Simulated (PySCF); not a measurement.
Electron correlation in As (arsenic, neutral)

[Ar] 3d10 4s1 4p3 4d1, high-spin 6D determinant (an excited configuration). Computed with PySCF 2.14 in aug-cc-pwCVTZ-PP with ECP10MDF (8s7p6d4f1g, 96 functions), with scalar relativity through the core potential. Frozen: 3s2 3p6 3d10; 5 electrons correlated.

```json
{"level": "CCSD", "correlation energy (mhartree)": "-33.28"}
{"level": "(T)", "correlation energy (mhartree)": "-0.52"}
{"level": "CCSD(T)", "correlation energy (mhartree)": "-33.80"}
```

Diagnostics: T1 = 0.0031, D1 = 0.0049, largest double amplitude 0.027.

The outer electron is Rydberg-like, and this basis confines it to a smaller radius and binds it less than a complete one would.

Cost of the coupled-cluster step: about 16 core-seconds, for 5 correlated electrons.
